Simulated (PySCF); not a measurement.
## Two probes of the same atoms: core binding energy and nuclear shielding

C5H11NOSi2.
Cartesian coordinates in Å at the PBE0-D3(BJ)/def2-SVP level; atoms count from 1:
```
atom  x, y, z in Å
C1     2.612   -0.972   -0.578
C2     1.816    0.010    0.279
Si3    0.336    0.778   -0.562
O4    -0.310    2.028    0.354
Si5   -1.809    1.760    1.059
C6    -2.007   -0.093    0.704
C7    -1.220   -0.372   -0.601
C8    -0.886   -1.767   -0.799
N9    -0.566   -2.873   -0.940
H10    2.961   -0.504   -1.512
H11    2.011   -1.852   -0.853
H12    3.503   -1.335   -0.043
H13    1.463   -0.473    1.207
H14    2.451    0.852    0.607
H15    0.665    1.254   -1.936
H16   -2.854    2.591    0.390
H17   -1.778    2.077    2.514
H18   -3.052   -0.433    0.630
H19   -1.551   -0.651    1.539
H20   -1.815   -0.041   -1.471
```

Binding energies: PySCF 2.14.0, delta-SCF UKS SCAN, pcX-2 on the ionised atom, pcseg-1 elsewhere, spin-free X2C. Shieldings: GIAO PBE0/pcSseg-1, non-relativistic, same geometry.

```tsv
atom	C 1s (eV)
C1	290.74
C2	290.41
C6	290.82
C7	291.57
C8	291.96
```

Question: What are the absolute isotropic shieldings of these atoms?

Answer: 
```
atom                  environment  C 1s (eV)  isotropic shielding (ppm)
  C2  sp3 carbon bound to silicon     290.41                      175.4
  C1                methyl carbon     290.74                      177.1
  C6  sp3 carbon bound to silicon     290.82                      170.7
  C7  sp3 carbon bound to silicon     291.57                      173.7
  C8               nitrile carbon     291.96                       58.0
```

Question: Among the listed atoms, is the one with the highest binding energy also the least shielded?

Answer: Yes: C8 has both (291.96 eV, 58.0 ppm).

By binding energy: C2 < C1 < C6 < C7 < C8. By shielding: C8 < C6 < C7 < C2 < C1.

One conformer (not necessarily the lowest) at the PBE0-D3(BJ)/def2-SVP geometry, without solvent, vibrations or thermal averaging.
